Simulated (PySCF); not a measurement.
Species: [Y(H2O)6]3+ (charge +3 and singlet state).
Bonds: Y1–O2, Y1–O5, Y1–O8, Y1–O11, Y1–O14, Y1–O17. Hydrogens: H3, H4 on O2; H6, H7 on O5; H9, H10 on O8; H12, H13 on O11; H15, H16 on O14; H18, H19 on O17.
The ion is multiply charged and has no counter-ions or solvent.

Method: PBE0-D3(BJ)/def2-SVP geometry optimisation, gas phase, def2 core potentials past Kr in PySCF 2.14.0; density fitting, grid level 1; the optimiser is geomeTRIC in internal coordinates, started from a GFN2-xTB structure with every atom displaced at random (about 0.03 Å).

Step 1: E = -13476.4603 eV
```
atom  x, y, z in Å  |  force x, y, z in eV/Å
Y1      0.0540   -0.0637    0.0121   -0.593   1.013  -0.344
O2      0.1275    0.1596    2.2204    0.254  -0.004   1.020
H3      0.0688    0.9771    2.7535   -0.055  -0.008  -0.002
H4      0.3446   -0.5336    2.8774   -0.109   0.079  -0.005
O5     -0.1636   -0.1588   -2.2292    0.032   0.312  -0.386
H6     -0.2551    0.5766   -2.8699   -0.012  -0.181   0.024
H7     -0.1316   -0.9659   -2.7652   -0.044  -0.205  -0.341
O8      2.2609    0.1826   -0.1707    0.364   0.017   0.892
H9      2.9076    0.2849    0.5625   -0.040   0.012  -0.363
H10     2.7769    0.1404   -0.9801    0.618   0.031  -0.597
O11    -2.2114   -0.1383    0.1777   -0.994  -0.107  -1.056
H12    -2.7533   -0.1227    0.9811   -0.214   0.008   0.299
H13    -2.8828   -0.1943   -0.5616    0.703   0.054   0.795
O14    -0.2020    2.2018   -0.1282    1.200   0.606  -0.115
H15    -1.0047    2.7346   -0.1461   -0.540   0.344   0.009
H16     0.5313    2.8671   -0.2176   -0.644  -0.494   0.079
O17     0.1467   -2.2351    0.1484   -0.063  -2.297   0.237
H18    -0.6016   -2.8751    0.2748    0.347   0.483  -0.100
H19     0.9250   -2.8435    0.1454   -0.212   0.337  -0.044
```

Step 2: E = -13476.7014 eV
```
atom  x, y, z in Å  |  force x, y, z in eV/Å
Y1      0.0477   -0.0584    0.0110   -0.256   0.576  -0.162
O2      0.1281    0.1673    2.2857    0.139   0.009   0.239
H3      0.0645    0.9933    2.8041   -0.030  -0.023   0.002
H4      0.3319   -0.5182    2.9520   -0.066   0.019   0.016
O5     -0.1651   -0.1613   -2.2842    0.071  -0.033  -0.054
H6     -0.2555    0.5701   -2.9249   -0.017  -0.004  -0.002
H7     -0.1405   -0.9654   -2.8365   -0.031  -0.003  -0.063
O8      2.3185    0.1912   -0.1705    0.100  -0.076   0.114
H9      2.9855    0.2990    0.5350    0.002   0.031   0.020
H10     2.8449    0.1547   -0.9882    0.120   0.026  -0.162
O11    -2.2602   -0.1456    0.1734    0.153   0.002   0.216
H12    -2.7978   -0.1325    0.9879   -0.023  -0.001   0.010
H13    -2.9117   -0.2040   -0.5436   -0.195  -0.024  -0.212
O14    -0.1919    2.2416   -0.1286    0.013  -0.137  -0.005
H15    -1.0152    2.7614   -0.1435   -0.080   0.079   0.010
H16     0.5169    2.9028   -0.2132    0.086   0.143  -0.009
O17     0.1427   -2.3007    0.1508    0.028  -0.555   0.078
H18    -0.6197   -2.8998    0.2719   -0.020  -0.046  -0.015
H19     0.9143   -2.9020    0.1460    0.006   0.018  -0.022
```

Step 3: E = -13476.7293 eV
```
atom  x, y, z in Å  |  force x, y, z in eV/Å
Y1      0.0419   -0.0499    0.0088   -0.145   0.258  -0.060
O2      0.1297    0.1757    2.3087    0.101   0.002   0.016
H3      0.0635    1.0026    2.8243   -0.023  -0.004   0.004
H4      0.3220   -0.5081    2.9792   -0.050  -0.011   0.009
O5     -0.1672   -0.1614   -2.2991    0.061  -0.027   0.031
H6     -0.2574    0.5764   -2.9324   -0.011  -0.007  -0.003
H7     -0.1502   -0.9605   -2.8605   -0.022   0.016  -0.014
O8      2.3355    0.1899   -0.1784    0.009  -0.075   0.025
H9      2.9953    0.3006    0.5340   -0.009   0.017  -0.022
H10     2.8691    0.1567   -0.9957    0.022   0.023  -0.003
O11    -2.2733   -0.1436    0.1747   -0.022  -0.004  -0.070
H12    -2.8118   -0.1316    0.9892   -0.011  -0.005  -0.013
H13    -2.9292   -0.2059   -0.5489    0.066  -0.003   0.087
O14    -0.1888    2.2592   -0.1312    0.064  -0.043  -0.018
H15    -1.0143    2.7793   -0.1428   -0.008   0.021   0.012
H16     0.5196    2.9267   -0.2162   -0.035  -0.006   0.008
O17     0.1419   -2.3371    0.1538    0.001  -0.170   0.044
H18    -0.6105   -2.9491    0.2729   -0.015   0.000  -0.013
H19     0.9215   -2.9265    0.1442    0.025   0.018  -0.018
```

Step 4: E = -13476.7331 eV
```
atom  x, y, z in Å  |  force x, y, z in eV/Å
Y1      0.0367   -0.0419    0.0073   -0.067   0.092  -0.005
O2      0.1312    0.1795    2.3137    0.077   0.001  -0.027
H3      0.0632    1.0050    2.8309   -0.016  -0.002   0.003
H4      0.3134   -0.5068    2.9845   -0.040  -0.014   0.002
O5     -0.1674   -0.1601   -2.3000    0.047  -0.023   0.022
H6     -0.2572    0.5784   -2.9325   -0.008   0.005  -0.005
H7     -0.1560   -0.9577   -2.8640   -0.015   0.007   0.002
O8      2.3364    0.1845   -0.1809   -0.004  -0.065  -0.030
H9      2.9949    0.2970    0.5316    0.003   0.014   0.006
H10     2.8731    0.1527   -0.9974   -0.016   0.017   0.030
O11    -2.2742   -0.1404    0.1744    0.030   0.007   0.033
H12    -2.8167   -0.1299    0.9864    0.007  -0.005   0.003
H13    -2.9272   -0.2059   -0.5476   -0.023  -0.013  -0.036
O14    -0.1883    2.2638   -0.1332   -0.007  -0.022  -0.015
H15    -1.0139    2.7854   -0.1420    0.012  -0.007   0.012
H16     0.5181    2.9322   -0.2181    0.012   0.012   0.004
O17     0.1441   -2.3478    0.1558    0.004  -0.025   0.025
H18    -0.6031   -2.9663    0.2733    0.000   0.005  -0.011
H19     0.9302   -2.9282    0.1423    0.004   0.015  -0.013
```

Problem. Estimate the geometry and energy of step 5. (The exact step hangs on the optimiser's Hessian estimate; all steps are aligned on step 4, rigid shifts and turns removed.)

Solution. E = -13476.7346 eV, largest force 0.060 eV/Å
```
atom  x, y, z in Å  |  force x, y, z in eV/Å
Y1      0.0314   -0.0337    0.0060   -0.033   0.003   0.016
O2      0.1341    0.1807    2.3138    0.054  -0.002  -0.026
H3      0.0654    1.0033    2.8357   -0.009   0.000   0.000
H4      0.3053   -0.5107    2.9823   -0.031  -0.013  -0.004
O5     -0.1670   -0.1596   -2.2996    0.033  -0.012   0.000
H6     -0.2563    0.5775   -2.9339   -0.005   0.006   0.000
H7     -0.1611   -0.9580   -2.8626   -0.009  -0.003   0.008
O8      2.3332    0.1764   -0.1812   -0.005  -0.048  -0.020
H9      2.9903    0.2904    0.5324    0.001   0.010   0.009
H10     2.8721    0.1457   -0.9961   -0.017   0.011   0.019
O11    -2.2768   -0.1382    0.1740    0.006   0.005   0.017
H12    -2.8182   -0.1292    0.9868    0.002  -0.005  -0.004
H13    -2.9301   -0.2080   -0.5481   -0.009  -0.010  -0.010
O14    -0.1874    2.2692   -0.1356   -0.010   0.003  -0.012
H15    -1.0127    2.7916   -0.1412    0.012  -0.008   0.010
H16     0.5190    2.9380   -0.2205    0.010   0.004   0.003
O17     0.1483   -2.3482    0.1579    0.011   0.050   0.011
H18    -0.5927   -2.9741    0.2740   -0.002   0.001  -0.008
H19     0.9406   -2.9196    0.1405   -0.001   0.006  -0.009
```

The energy changes by -0.0015 eV. The first-order estimate −F·Δx gives -0.0024 eV and the mean of the old and new forces, exact on a quadratic surface, -0.0018 eV. The step makes an angle of 67° with the force vector and moves no atom by more than 0.014 Å.

What follows is the cost of the whole optimisation. Time: 2.6 min; peak memory 0.73 GiB. Hardware: one thread, Arm Neoverse V2 (aarch64), shared host with 96 logical CPUs at a one-minute load of 15.
